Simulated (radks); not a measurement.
The platinum anion Pt2-, [Hg], held by a Watson sphere: a shell of charge +2 at radius R that stands for the Madelung well of a crystal (potential energy -2/R inside, -2/r outside, in hartree with lengths in bohr). Calculated with a radial shooting solver on a logarithmic mesh with Libxc functionals: scalar-relativistic Kohn-Sham, r2SCAN, spin-polarised, spherical densities, finite nucleus; meta-GGA in the generalised Kohn-Sham scheme; Fermi nuclear charge, rms radius of each element as measured or else 0.836 A^(1/3) + 0.57 fm.

R (bohr),e(5p) (eV),e(6s) (eV),e(5d) (eV),<r> 5d (bohr),sum of <r^2> (bohr^2),X-ray form factor at sin(theta)/lambda = 0.3 1/angstrom
2.79,-56.270,-7.187,-6.049,1.801,79.06,58.409
3.04,-55.846,-6.839,-5.527,1.823,81.41,58.425
3.06,-55.814,-6.810,-5.487,1.825,81.60,58.426
4.04,-54.436,-5.347,-3.829,1.882,90.38,58.479
4.19,-54.255,-5.138,-3.621,1.888,91.68,58.484
4.59,-53.808,-4.618,-3.116,1.903,95.11,58.493
5.64,-52.864,-3.500,-2.083,1.934,104.2,58.506
6.1,-52.542,-3.113,-1.739,1.946,108.4,58.510
6.45,-52.330,-2.854,-1.515,1.955,111.8,58.513
